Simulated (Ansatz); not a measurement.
A nudged elastic band was laid between two geometries of C3H7NSi (12 atoms, charge 0, multiplicity 1).

Method: Ansatz 0.2.0, RKS B3LYP/6-31G.

```json
{"movable images": "7", "climbing image": "yes", "spring": "5.0 eV/Å²", "optimiser": "quadratic models (default)", "start path": "through a guess of the saddle point", "force threshold": "0.05 eV/Å", "iteration limit": "51", "end points": "relaxed"}
```

Initial state:

```xyz
12
Properties=species:S:1:pos:R:3
N -1.826 -0.612 -0.543
C -0.614 -0.219 -0.033
C -0.173 -0.143 1.264
Si 1.525 0.482 0.739
C 0.535 0.236 -0.940
H -1.992 -0.611 -1.535
H -2.575 -0.908 0.060
H -0.714 -0.386 2.169
H 1.941 1.896 1.060
H 2.742 -0.391 0.924
H 0.908 -0.542 -1.616
H 0.320 1.143 -1.516
```

Final state:

```xyz
12
Properties=species:S:1:pos:R:3
N -1.825 -0.613 -0.543
C -0.614 -0.219 -0.033
C -0.173 -0.142 1.264
Si 1.525 0.482 0.739
C 0.535 0.237 -0.940
H -2.574 -0.911 0.061
H -1.992 -0.612 -1.535
H -0.714 -0.384 2.169
H 1.943 1.896 1.061
H 2.740 -0.393 0.924
H 0.908 -0.540 -1.617
H 0.320 1.144 -1.515
```

(1) What changes between the two ends?

(2) Give the energies along the band, and the barrier.

(3) What is the geometry of the highest image?

(4) What are the harmonic wavenumbers there?

The band took 9 iterations and about 4 core-minutes.

## Answers

(1) No bond is made or broken. The dihedral H6–N1–C2–C3 goes from -180 to 0°. The two ends are copies of one structure, up to a mirror image or an exchange of like atoms.

(2) The run converged. The highest image is number 4 of 0 to 8, 0.54 eV above the ends, which have the same energy within 2 meV. A vibrational analysis at the climbing image gives one clearly imaginary mode, 396i cm⁻¹: a first-order saddle point. Limits of this set-up: no polarisation functions.

| image | path coordinate (Å) | energy (eV) | dihedral H6–N1–C2–C3 (°) |
| --- | --- | --- | --- |
| 0 | 0.00 | 0.00 | -180 |
| 1 | 0.47 | 0.07 | -157 |
| 2 | 0.94 | 0.27 | -142 |
| 3 | 1.41 | 0.47 | -130 |
| 4 | 1.87 | 0.54 | -112 |
| 5 | 2.34 | 0.47 | -83 |
| 6 | 2.81 | 0.27 | -47 |
| 7 | 3.28 | 0.07 | -17 |
| 8 | 3.75 | 0.00 | 0 |

(3) 
```xyz
12
Properties=species:S:1:pos:R:3
N -1.903 -0.675 -0.397
C -0.612 -0.242 0.012
C -0.120 -0.234 1.276
Si 1.555 0.486 0.711
C 0.491 0.310 -0.923
H -1.937 -1.520 -0.956
H -2.532 0.044 -0.735
H -0.634 -0.557 2.172
H 1.911 1.881 1.148
H 2.778 -0.382 0.828
H 0.855 -0.408 -1.667
H 0.226 1.242 -1.435
```

(4) 396i, 162, 375, 441, 506, 510, 513, 612, 618, 712, 764, 824, 895, 913, 949, 1056, 1131, 1152, 1209, 1240, 1492, 1640, 1698, 2148, 2161, 3066, 3118, 3253, 3537, 3643 cm⁻¹.

Run time: 4.1 min on 1 thread of Arm Neoverse V1 (shared host), peak memory 0.15 GiB.
